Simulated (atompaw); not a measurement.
## An all-electron radial function and its pseudo partner (chlorine)

Columns: radius, all-electron u(r) and pseudo u(r) of the 3p shell (level -11.15 eV) of chlorine in the configuration [Ne] 3s2 3p4.75; PBE, scalar-relativistic, PAW (atompaw) scheme, atompaw 4.2.0.5.

| r (bohr) | all-electron | pseudo |
| --- | --- | --- |
| 0.054 | -0.0838 | 0.0040 |
| 0.108 | -0.2154 | 0.0161 |
| 0.162 | -0.3143 | 0.0357 |
| 0.215 | -0.3612 | 0.0619 |
| 0.269 | -0.3611 | 0.0949 |
| 0.323 | -0.3223 | 0.1335 |
| 0.377 | -0.2562 | 0.1766 |
| 0.431 | -0.1726 | 0.2232 |
| 0.485 | -0.0792 | 0.2721 |
| 0.538 | 0.0162 | 0.3214 |
| 0.592 | 0.1128 | 0.3718 |
| 0.646 | 0.2059 | 0.4215 |
| 0.700 | 0.2932 | 0.4696 |
| 0.754 | 0.3737 | 0.5153 |
| 0.808 | 0.4466 | 0.5582 |
| 0.862 | 0.5117 | 0.5976 |
| 0.915 | 0.5681 | 0.6327 |
| 0.969 | 0.6181 | 0.6647 |
| 1.023 | 0.6607 | 0.6928 |
| 1.077 | 0.6961 | 0.7170 |
| 1.131 | 0.7249 | 0.7374 |
| 1.185 | 0.7475 | 0.7542 |
| 1.238 | 0.7642 | 0.7672 |
| 1.292 | 0.7761 | 0.7771 |
| 1.346 | 0.7835 | 0.7836 |
| 1.400 | 0.7867 | 0.7867 |

How many radial nodes do the two functions have?

The all-electron 3p function has n − l − 1 = 1; the pseudo-wave has 0, since the states of the same l below it are removed with the core.

Is the pseudo-wave norm-conserving?

No, it belongs to a PAW set: the norm inside the radius is not constrained, and the difference is carried by the augmentation charge.
